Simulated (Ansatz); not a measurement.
Reaction (redistribution): `[SiH3]OC[TeH]` + `O=C[CH2][GeH3]` → `O=CC[SiH3]` + `[GeH3][O]C[TeH]`

Program: Ansatz. Geometries: PBE0-D4/def2-TZVP. ΔE: electronic, gas phase. CCSD(T)/CBS is the MP2 limit (def2-TZVPP, def2-QZVPP) plus CCSD(T) − MP2 in def2-TZVPP, frozen cores. Functionals use def2-TZVPP. def2 core potentials past Kr. For Ge, Te outer-core shells are correlated without core-valence functions, which leaves a few kJ/mol of doubt a bond. Scalar relativity is left out up to krypton. One conformer a species, not always the lowest.

```
          species  PBE energy (Eh)
  `[SiH3]OC[TeH]`       -674.22055
 `O=C[CH2][GeH3]`      -2231.58605
     `O=CC[SiH3]`       -444.25051
`[GeH3][O]C[TeH]`      -2461.53360
```

(1) Work out ΔE.

Largest T1 diagnostic among the species: 0.014.

Answers

(1) ΔE = (-444.25051) + (-2461.53360) − (-674.22055) − (-2231.58605) = 0.02249 Eh = +14.1 kcal/mol. CCSD(T)/CBS gives +15.3 kcal/mol.
